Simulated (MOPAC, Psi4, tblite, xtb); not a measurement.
Two rigid molecules brought together: HBr ··· CH4 (SMILES Br and C), singlet. Monomers: optimised at B3LYP-D3(BJ) (def2-TZVP), held rigid. Orientation: a higher rigid-body minimum at GFN2-xTB. Only R, the distance of the centres of mass, is varied, so the lowest point isn't the relaxed dimer.

Geometry at R = 3.91 Å (first 2 atoms: monomer A):
```
7

Br     0.7124     0.0000     0.0000
H     -0.7124     0.0000     0.0000
C     -2.5716     2.1157    -0.3765
H     -2.1049     2.0715    -1.3596
H     -3.2810     2.9416    -0.3481
H     -1.8056     2.2688     0.3825
H     -3.0949     1.1808    -0.1807
```

- GFN2-xTB (tblite)
- PM3, restricted, heats of formation (MOPAC)
- GFN1-xTB (xtb)
- SAPT0/jun-cc-pVDZ, frozen core (Psi4)

Interaction energies in kcal/mol; the last columns give the difference from SAPT0:

| R / Å | GFN2-xTB | PM3 | GFN1-xTB | SAPT0/jun-cc-pVDZ | GFN2-xTB − SAPT0/jun-cc-pVDZ | PM3 − SAPT0/jun-cc-pVDZ | GFN1-xTB − SAPT0/jun-cc-pVDZ |
|---|---|---|---|---|---|---|---|
| 3.28 | 1.15 | -0.40 | 2.54 | 3.45 | -2.30 | -3.84 | -0.90 |
| 3.54 | -0.70 | -1.08 | 0.41 | 0.95 | -1.65 | -2.04 | -0.54 |
| 3.72 | -1.07 | -1.16 | -0.15 | 0.19 | -1.25 | -1.35 | -0.34 |
| 3.91 | -1.12 | -0.97 | -0.38 | -0.19 | -0.93 | -0.78 | -0.19 |
| 4.10 | -1.04 | -0.71 | -0.43 | -0.33 | -0.70 | -0.38 | -0.10 |
| 4.32 | -0.88 | -0.46 | -0.41 | -0.35 | -0.53 | -0.10 | -0.05 |
| 4.57 | -0.70 | -0.27 | -0.34 | -0.31 | -0.39 | 0.04 | -0.03 |
| 4.94 | -0.48 | -0.12 | -0.25 | -0.22 | -0.26 | 0.11 | -0.03 |
| 5.44 | -0.29 | -0.04 | -0.15 | -0.13 | -0.16 | 0.10 | -0.02 |
| 6.14 | -0.15 | -0.01 | -0.07 | -0.07 | -0.08 | 0.06 | -0.01 |
| 7.08 | -0.06 | 0.00 | -0.03 | -0.03 | -0.04 | 0.03 | 0.00 |
| 8.42 | -0.02 | 0.00 | -0.01 | -0.01 | -0.01 | 0.01 | 0.00 |

GFN2-xTB is furthest from SAPT0/jun-cc-pVDZ at 3.28 (-2.30 kcal/mol, below); its mean absolute difference over the points is 0.69 kcal/mol.

PM3 is furthest from SAPT0/jun-cc-pVDZ at 3.28 (-3.84 kcal/mol, below); its mean absolute difference over the points is 0.74 kcal/mol.

GFN1-xTB is furthest from SAPT0/jun-cc-pVDZ at 3.28 (-0.90 kcal/mol, below); its mean absolute difference over the points is 0.18 kcal/mol.
